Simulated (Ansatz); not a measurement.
Reactions of ClGeH6NSi, SMILES `Cl[SiH2][NH][GeH3]`.

Calculated with Ansatz (gas phase, PBE0-D4/def2-TZVP geometries, no zero-point term in ΔE). CCSD(T)/CBS adds triple-zeta CCSD(T) − MP2 to the extrapolated MP2 energy (def2 sets, frozen cores). This one scheme is used for every species, atoms too. Open shells (•) are unrestricted, without spin–orbit coupling. Spin–orbit coupling would lower the free atoms: a little for Cl, Si; clearly for Ge. Bonds to Ge are less sure, by a few kJ/mol each and by 10 to 20 or more in all where they break to atoms, as the def2 sets lack core-valence functions. Scalar relativity is left out up to krypton. One conformer a species, not always the lowest.

(1) Order these by ΔE at CCSD(T)/CBS, lowest first. (An estimate is asked.)
A. `Cl[SiH2][NH][GeH3]` → Cl• + Ge• + 6 H• + N• + Si•
B. `Cl[SiH2][NH][GeH3]` → `[NH2][GeH3]` + `[SiH]Cl`
C. `Cl[SiH2][NH][GeH3]` + H₂ → `[SiH3][NH][GeH3]` + HCl
D. `Cl[SiH2][NH][GeH3]` + `F[Si](S)(Cl)Cl` → `F[Si](Cl)(Cl)S[SiH2]Cl` + `[NH2][GeH3]`

Largest T1 diagnostic: 0.013, for `[SiH]Cl`.

## Answers

(1) D (+0.12 eV), C (+1.00 eV), B (+2.84 eV), A (+31.51 eV).
